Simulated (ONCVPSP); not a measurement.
# terbium (Tb): ONCV pseudisation with PBEsol, non-relativistic reference atom.

Tb (Z = 65), optimised norm-conserving Vanderbilt (ONCV), made with ONCVPSP 4.0.1 (PBEsol, non-relativistic). Core [Kr] 4d10, reference 4f9 5s2 5p6 6s2. Waves: 5s+6s: rc 2.55 bohr, ncon 3, nbas 5, qcut 5.7 1/bohr, 3 projectors, debl 2.1 Ha; 5p: rc 2.25 bohr, ncon 4, nbas 7, qcut 6.2 1/bohr, 2 projectors, debl 2.8 Ha; d scattering state at 0.06 Ha: rc 2.50 bohr, ncon 4, nbas 7, qcut 3.3 1/bohr, 2 projectors, debl 2.6 Ha; 4f: rc 1.25 bohr, ncon 4, nbas 9, qcut 12.9 1/bohr, 2 projectors, debl 1.6 Ha. Local part: polynomial inside 1.10 bohr (lpopt 5, dvloc0 0 Ha). Core correction: Teter function, fcfact 2, rcfact 1.2.

In the d channel the program set the typed energies aside and used 0.050, 2.650 Ha.

* Cutoffs needed: 75 Ha and 84 Ha (the cutoffs (Ha) at which the residual kinetic energy of the hardest occupied pseudo-wave falls to 1 and 0.1 mHa per electron)
* Ghost test: ghosts flagged at negative energy: s at -11.6 eV; GHOST(+) flagged for d at 103.3 eV, p at 121.6 eV; a true bound ghost makes a file unfit for plane-wave use
* Configuration tests: tests left out (the all-electron energies of this program are off by 10 to 40 meV for near-neutral 4f atoms)
* rms error of d²Exc/dni dnj: 6.86 mHa without and 5.12 mHa with the model core
